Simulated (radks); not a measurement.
All-electron atom: I3.25+ in [Kr] 4d10 5s2 5p(up 1.75, down 0) (fractional occupations, a model configuration). Calculated with a radial shooting solver on a logarithmic mesh with Libxc functionals: scalar-relativistic Kohn-Sham, LDA (Slater exchange, Perdew-Wang correlation), spin-polarised, spherical densities, finite nucleus; Fermi nuclear charge, rms radius 4.75 fm.

Normalised radial functions P(r) = r R(r), r in bohr:

| r | 4d up |
|---|---|
| 0.001097 | 0.0000 |
| 0.001451 | 0.0000 |
| 0.00192 | 0.0000 |
| 0.002541 | 0.0000 |
| 0.003362 | 0.0001 |
| 0.004448 | 0.0002 |
| 0.005885 | 0.0004 |
| 0.00785 | 0.0010 |
| 0.01039 | 0.0021 |
| 0.01374 | 0.0045 |
| 0.01818 | 0.0094 |
| 0.02406 | 0.0195 |
| 0.03183 | 0.0390 |
| 0.04212 | 0.0753 |
| 0.05617 | 0.1404 |
| 0.07433 | 0.2405 |
| 0.09834 | 0.3773 |
| 0.1301 | 0.5263 |
| 0.1722 | 0.6224 |
| 0.2278 | 0.5654 |
| 0.3014 | 0.2710 |
| 0.402 | -0.2572 |
| 0.5319 | -0.8045 |
| 0.7038 | -1.1216 |
| 0.9312 | -1.0729 |
| 1.232 | -0.7601 |
| 1.63 | -0.4006 |
| 2.157 | -0.1503 |
| 2.877 | -0.0348 |
| 3.807 | -0.0047 |
| 5.037 | -0.0003 |
| 6.664 | 0.0000 |

4d up: eigenvalue -85.675 eV, 1 radial node at r = 0.353 bohr, <r> = 0.917 bohr, 90 % of the charge inside 1.40 bohr.
